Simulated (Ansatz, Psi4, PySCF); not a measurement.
H9Si4, doublet, at a GFN2-xTB geometry. Base run: WB97X/6-31G* run with PySCF.

Here is a job for PySCF.
```python
from pyscf import gto, scf, dft

mol = gto.M(
    atom='''
Si   -0.641284    2.181779    0.054815
Si    0.057974    0.012542   -0.353776
Si    2.165529   -0.555307    0.419552
Si   -1.564639   -1.634818   -0.227928
H     0.384270    3.151778   -0.343251
H    -0.963824    2.498413    1.453728
H    -1.851107    2.499564   -0.710887
H     3.172125    0.412344   -0.029490
H     2.577374   -1.867728   -0.088939
H     2.314220   -0.631626    1.880075
H    -1.053207   -2.917361   -0.722122
H    -2.729662   -1.293239   -1.050930
H    -2.096318   -1.910890    1.114537
''',
    basis='6-31g*',
    charge=0,
    spin=1,
    verbose=4,
)

mf = dft.UKS(mol)
mf.xc = 'wb97x'
mf.kernel()
```

The same geometry, method and basis name were run in Ansatz (a program for electronic structure) and Psi4 and PySCF, at each program's defaults and at the settings that a row names. The base is PySCF at its defaults. Differences at the defaults can come from grids, fitting, cores and function types together.

| code and settings | ΔE vs base (µEh) | basis functions | E (Eh) | SCF cycles | dipole (D) |
|---|---|---|---|---|---|
| PySCF, defaults (exact integrals, its default grid, spherical functions) | 0.0 | 90 | -1163.23099 | 10 | 0.11 |
| Psi4, defaults (density fitting with its default set, its default grid, Cartesian functions) | -6571 | 94 | -1163.23756 | 8 | 0.11 |
| Ansatz, defaults (factorised integrals, its default grid, Cartesian functions) | -6454 | 94 | -1163.23744 | - | - |
| PySCF, density fitting with def2-universal-jkfit | -98.6 | 90 | -1163.23108 | 10 | 0.11 |
| PySCF, fine grid | 3.1 | 90 | -1163.23098 | 10 | 0.11 |
| Psi4, exact integrals, spherical functions, fine grid | 11.4 | 90 | -1163.23097 | 11 | 0.11 |
| Ansatz, high accuracy, Cartesian functions as the basis file defines them | -6449 | 94 | -1163.23743 | - | - |

Open shells are given as the SCF converged; they aren't shown to be the lowest states, and a large step between rows can be another state.
